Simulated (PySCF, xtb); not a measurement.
C2H9NSi3, SMILES N1=C[SiH2][Si@@H]([SiH3])C1.

GFN2-xTB (xtb) at its own geometry gives an orbital gap of 2.39 eV and a dipole moment of 1.67 D.

Geometry optimised at B3LYP-D3(BJ)/def2-SVP. The structure was generated by enumeration; whether it is a known compound was not checked. Other conformers were not sampled.

Problem. What does PBE0/def2-TZVP (PySCF) give? (The exact figures need the calculation; the answer reports its results.)

Solution. gap 5.64 eV (levels -6.68 and -1.04 eV), dipole 0.80 D.
